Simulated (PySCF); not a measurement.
Computed shifts of a molecule C4H4F2O2, HF/pcSseg-1 (PySCF), GIAO, gas phase, equivalent atoms averaged, in ppm (number of nuclei): ¹³C: 174.3 (1), 155.6 (1), 143.6 (1), 52.5 (1). ¹⁹F: -121.9 (1), -147.3 (1). ¹H: 8.00 (1), 4.14 (3). References: ¹³C against TMS (σ = 192.6 ppm); ¹⁷O against H2O (σ = 333.0 ppm); ¹⁹F against CFCl3 (σ = 238.5 ppm); ¹H against TMS (σ = 31.99 ppm), references at their B3LYP-D3(BJ)/def2-TZVP geometries, non-relativistic. Coordinates come from a B3LYP-D3(BJ)/def2-SVP optimisation. One conformer was computed; it need not be the lowest.

### Question
Which structure fits?
A) O=C[C@@H]1CC(F)(F)O1
B) COC(=O)C=C(F)F
C) COC(=O)/C(F)=C/F
D) C=COC(F)(F)C=O

### Answer
C, COC(=O)/C(F)=C/F
